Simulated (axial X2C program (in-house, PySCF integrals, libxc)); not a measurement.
Nuclear properties of PdSb

Calculated with an axial X2C code built on PySCF integrals: two-component X2C with atomic mean-field Coulomb and Gaunt terms, Gaussian nuclei, basis Sb dyall-cv3z, Pd dyall-cv3z with contracted cores.

R = 2.471 Å (near the PBE0 minimum at charge 0 of the determinant lowest at the starting distance; the state shown can have its own minimum elsewhere).

Input and command:
```json
{"zs": [51, 46], "q": 0, "bas": ["dyall-cv3z", "dyall-cv3z"], "r0": 2.6, "levels": ["PBE0", "HF", "PBE50", "r2SCAN", "PBE"], "nst": 3}
```
```bash
python soeom.py task.json out
```

Keys: zs atomic numbers; q charge; bas basis sets; r0 starting distance in Å; levels methods; nst determinants followed.

Determinant lowest in the PBE0 search, Ω = 3/2 (⟨Sz⟩ = 1.48, ⟨Lz⟩ = 0.02 at PBE0), spin on the atoms Sb 1.18, Pd 0.30:

```json
{"level": "PBE0", "Eeff magnitude (GV/cm)": "6.57", "Ws magnitude Sb (kHz)": "0.972", "Ws magnitude Pd (kHz)": "1.22", "A∥/gI Sb (MHz)": "-535", "qzz Sb (a.u.)": "-0.94", "A∥/gI Pd (MHz)": "971", "qzz Pd (a.u.)": "1.66", "μ (D)": "1.65"}
{"level": "PBE50", "Eeff magnitude (GV/cm)": "6.06", "Ws magnitude Sb (kHz)": "0.738", "Ws magnitude Pd (kHz)": "1.24", "A∥/gI Sb (MHz)": "-542", "qzz Sb (a.u.)": "-1.45", "A∥/gI Pd (MHz)": "794", "qzz Pd (a.u.)": "1.49", "μ (D)": "1.97"}
{"level": "r2SCAN", "Eeff magnitude (GV/cm)": "5.69", "Ws magnitude Sb (kHz)": "0.758", "Ws magnitude Pd (kHz)": "1.08", "A∥/gI Sb (MHz)": "-538", "qzz Sb (a.u.)": "-0.77", "A∥/gI Pd (MHz)": "1120", "qzz Pd (a.u.)": "1.96", "μ (D)": "1.68"}
{"level": "PBE", "Eeff magnitude (GV/cm)": "6.1", "Ws magnitude Sb (kHz)": "0.826", "Ws magnitude Pd (kHz)": "1.19", "A∥/gI Sb (MHz)": "-493", "qzz Sb (a.u.)": "-0.45", "A∥/gI Pd (MHz)": "1150", "qzz Pd (a.u.)": "1.88", "μ (D)": "1.30"}
```

Eeff is the effective electric field on the electron electric dipole moment in this Ω state and Ws the scalar–pseudoscalar constant of the nucleus named (defined with the proton number Z and per Ω); A∥ (defined per Ω) follows by multiplying with gI = μI/(I μN); qzz is the electric field gradient, eQq0 = 234.96 MHz × Q/barn × qzz; μ is positive if the Pd end (last atom) is positive. The operators were transformed with the bare-nucleus X2C matrices; with these basis sets, hyperfine constants and field gradients can be off by tens of per cent, and where levels differ in sign neither size nor sign is settled.

(1) With gI(121Sb) = 1.3454, gI(105Pd) = -0.2570, Q(105Pd) = 0.66 barn (g factors from the IAEA table of nuclear moments by Stone; Q from Pyykkö, Mol. Phys. 2018), turn the PBE0 values of the first state into constants in MHz.

Each state is one determinant with collinear spin, which with several unpaired electrons need not be a pure state. This is the top spin component of a Σ state; components of lower Ω are not single determinants and can lie lower. With several open shells hyperfine constants can be off by a factor of several. Left out as unconverged or as another state under the same occupation: HF in at least one table. At PBE a later determinant lies lower. States lie within half an eV, so the first need not be the ground state. Further determinants of the search, some of them spin-mixed, are not shown. Where a field gradient or hyperfine factor spreads by more than a factor of two over the levels, a constant derived from it is not to be relied on.

Answers

(1) A∥(121Sb) = -535 × 1.3454 = -720 MHz; A∥(105Pd) = 971 × -0.2570 = -250 MHz; eQq0(105Pd) = 234.96 × (0.66) × (1.66) = 257 MHz.
